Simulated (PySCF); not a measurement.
Bonds (- single, = double, # triple, : aromatic): C1-Si2, Si2-C3, Si2-C4, Si2-N5, N5:C6, C6:C7, C7:C8, C8:N9, N9:N5. C1 carries H10, H11, H12; C3 carries H13, H14, H15; C4 carries H16, H17, H18; C6 carries H19; C7 carries H20; C8 carries H21.

Calculated, not measured (PySCF 2.14): structure optimised with GFN2-xTB, GIAO PBE0/pcSseg-1 shieldings. Rapidly exchanging positions averaged, non-relativistic, in vacuum, one conformer.

Question: List the cross peaks expected in HSQC, COSY and HMBC spectra.

Answer: 

HSQC (one-bond C–H):
```csv
δH,δC
7.80 (H21),145.7 (C8)
7.58 (H19),136.8 (C6)
6.58 (H20),112.6 (C7)
0.42 (H10/H11/H12/H13/H14/H15/H16/H17/H18),0.5 (C1/C3/C4)
```

COSY cross peaks (H two or three bonds apart, from the bond graph; peaks can be absent where the dihedral angle is near 90°):
```csv
δH,δH
7.80 (H21),6.58 (H20)
7.58 (H19),6.58 (H20)
```

HMBC (two and three bonds, from the bond graph):
```csv
δH,δC
7.80 (H21),"136.8 (C6), 112.6 (C7)"
7.58 (H19),"145.7 (C8), 112.6 (C7)"
6.58 (H20),"145.7 (C8), 136.8 (C6)"
0.42 (H10/H11/H12/H13/H14/H15/H16/H17/H18),0.5 (C1/C3/C4)
```

Referencing at the same level of theory: ¹H and ¹³C vs TMS.

Short H···H contacts in this conformer between protons four or more bonds apart (candidates for NOE cross peaks, intensity ∝ r⁻⁶): H12···H19 2.70 Å.

Shifts are as computed. Against solution values, carbons near 30 ppm lie about +3 ppm off and those near 130 ppm about +5 ppm. Of 1211 compounds with measured shifts, 218 miss one by over three times the rms of a fit or turn the order of signals round; such compounds aren't used in these exercises.
